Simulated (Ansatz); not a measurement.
Correlation energies of CH$_{2}$BF$_{3}$O$_{2}$S, SMILES `OB(O)SC(F)(F)F` by basis set

```xyz
10

O     0.390   -1.276    2.027
B     0.057   -0.445    1.002
O    -0.760    0.608    1.210
S     0.746   -0.791   -0.667
C     0.037    0.552   -1.659
F    -1.290    0.527   -1.692
F     0.413    1.757   -1.243
F     0.480    0.395   -2.909
H     0.975   -2.002    1.805
H    -1.047    0.674    2.125
```

The species carries charge 0 and has multiplicity 1. The structure was optimised at the PBE0-D4/def2-TZVP level. It is one conformer, not always the lowest. Frozen core, restricted reference, Ansatz. CBS rows extrapolate triple and quadruple zeta; past MP2 they add the triple-zeta difference.

```json
{"basis": "def2-TZVPP", "HF (Eh)": "-909.67264", "MP2 corr.": "-1.63888"}
{"basis": "def2-QZVPP", "HF (Eh)": "-909.70636", "MP2 corr.": "-1.78377"}
```

Question: Estimate the CCSD correlation energy and the (T) correction in each basis where they were run (hartree).

Answer: 
| basis | CCSD corr. | (T) |
| --- | --- | --- |
| def2-TZVPP | -1.65887 | -0.06082 |
| CBS(def2) | -1.91108 | as TZ |
